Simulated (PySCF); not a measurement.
PySCF 2.14 output of an unrestricted B3LYP calculation on a single atom or ion in dyall-av2z, with no relativity, point nucleus:

```
SCF conv_tol = 1e-09
number electrons alpha = 9  beta = 6
    P. J. Stephens, F. J. Devlin, C. F. Chabalowski, and M. J. Frisch.,  J. Phys. Chem. 98, 11623 (1994)
cycle= 1 E= -289.444453442975  delta_E= -0.00905  |g|= 0.0129  |ddm|= 0.159
cycle= 2 E= -289.444500917401  delta_E= -4.75e-05  |g|= 0.0122  |ddm|= 0.063
cycle= 3 E= -289.444643160034  delta_E= -0.000142  |g|= 0.00158  |ddm|= 0.0262
cycle= 4 E= -289.444643602665  delta_E= -4.43e-07  |g|= 0.000427  |ddm|= 0.00217
cycle= 5 E= -289.444643870713  delta_E= -2.68e-07  |g|= 5.31e-05  |ddm|= 0.00139
cycle= 6 E= -289.444643874147  delta_E= -3.43e-09  |g|= 2.66e-06  |ddm|= 0.000162
cycle= 7 E= -289.444643874153  delta_E= -6.25e-12  |g|= 4.07e-07  |ddm|= 8.28e-06
converged SCF energy = -289.444643874153  <S^2> = 3.7502789  2S+1 = 4.0001395
```

The run itself started from symmetry-adapted Hartree-Fock orbitals and held the occupation by maximum overlap, on a logarithmic radial grid, so the iterations belong to that start.

Which element, charge and spin multiplicity is this?

Si⁻ (silicon, charge -1), multiplicity 4; the state was [Ne] 3s2 3p3, high-spin 4S determinant.

At B3LYP the highest occupied level has a positive energy, so only the finite basis holds that electron; in a semilocal or global hybrid functional this comes from self-interaction and does not mean that the real anion is unbound.
